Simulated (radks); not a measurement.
Isoelectronic series with 19 electrons, each ion in its NIST ground configuration. Method: scalar-relativistic Kohn-Sham, r2SCAN, spin-polarised, spherical densities, finite nucleus; open shells are filled with parallel spins first; meta-GGA in the generalised Kohn-Sham scheme; Fermi nuclear charge, rms radius of each element as measured or else 0.836 A^(1/3) + 0.57 fm; computed with a radial shooting solver on a logarithmic mesh with Libxc functionals. Total energies (hartree) and orbital eigenvalues (eV):

ion	configuration	E (hartree)	3p down	3p up	3s down
K	[Ar] 4s1	-602.27879	-19.3931	-19.4438	-36.7141
Ca+	[Ar] 4s1	-680.29653	-35.5904	-35.6997	-55.6086
Sc2+	[Ar] 3d1	-763.53941	-49.1814	-50.3707	-71.6214
Ti3+	[Ar] 3d1	-852.02433	-71.1596	-72.6178	-96.3664
V4+	[Ar] 3d1	-945.67949	-96.6614	-98.3335	-124.7153
Cr5+	[Ar] 3d1	-1044.50822	-125.4813	-127.3405	-156.4476
Mn6+	[Ar] 3d1	-1148.51891	-157.5334	-159.5641	-191.4725
Fe7+	[Ar] 3d1	-1257.72277	-192.7720	-194.9643	-229.7441
Co8+	[Ar] 3d1	-1372.13285	-231.1698	-233.5170	-271.2376
Ni9+	[Ar] 3d1	-1491.76401	-272.7100	-275.2071	-315.9394
Cu10+	[Ar] 3d1	-1616.63170	-317.3817	-320.0253	-363.8434
Zn11+	[Ar] 3d1	-1746.75365	-365.1784	-367.9658	-414.9484
